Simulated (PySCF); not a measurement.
PySCF input:

```python
from pyscf import gto, scf, dft

mol = gto.M(
    atom='''
    B     0.03767239   -0.37990635    0.23172172
    Cl   -0.11424814    1.15213283   -0.70273688
    N     1.32756109   -0.90789549    0.41621217
    N    -1.14193215   -0.96407540    0.72558585
    H     1.51454279   -1.75583646    0.92197170
    H     2.14438842   -0.45755879    0.04577666
    H    -1.16028309   -1.81668760    1.25706908
    H    -2.04419423   -0.55284725    0.57051477
    ''',
    basis='def2-tzvpd',
    charge=0,
    spin=0,
    verbose=4,
)

mf = dft.RKS(mol, xc='m062x').density_fit(auxbasis='def2-universal-jkfit')
mf.grids.level = 4
mf.conv_tol = 1e-9
mf.max_cycle = 100
mf.max_memory = 1500
mf.kernel()
if not mf.converged:
    mf = mf.newton()
    mf.kernel(mf.make_rdm1())
mf.analyze()
```

**Question.** Which total energy does the run end on?

**Answer.** -597.10074 Eh (M06-2X/def2-TZVPD).
